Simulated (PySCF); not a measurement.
Computed IR spectrum (relative IR intensity) of a molecule C2H8InN. Geometry: B3LYP-D3(BJ)/def2-SVP. The def2 effective core potentials stand for the cores of In; spin–orbit coupling is left out. Other conformers were not sampled. Computed with B3LYP-D3(BJ)/def2-SVP (PySCF). Frequencies are harmonic and unscaled.

Lines under 2 % of the strongest are left out, and lines within 2 cm⁻¹ are merged.

ν (cm⁻¹): 159 (vw), 293 (vw), 297 (w), 405 (m), 487 (m), 517 (m), 563 (m), 1000 (m), 1234 (m), 1275 (w), 1454 (vw), 1456 (m), 1479 (w), 1790 (m), 1803 (vs), 2933 (m), 2941 (vs), 2971 (s), 3093 (m) (against the strongest line: vs over 80 %, s over 45 %, m over 15 %, w over 4 %, vw less)

### Question
Identify the compound among the candidates.
A. [CH3][In]([CH3])[NH2]
B. C[N](C)[InH2]
C. C[CH2][InH][NH2]

### Answer
B, C[N](C)[InH2]
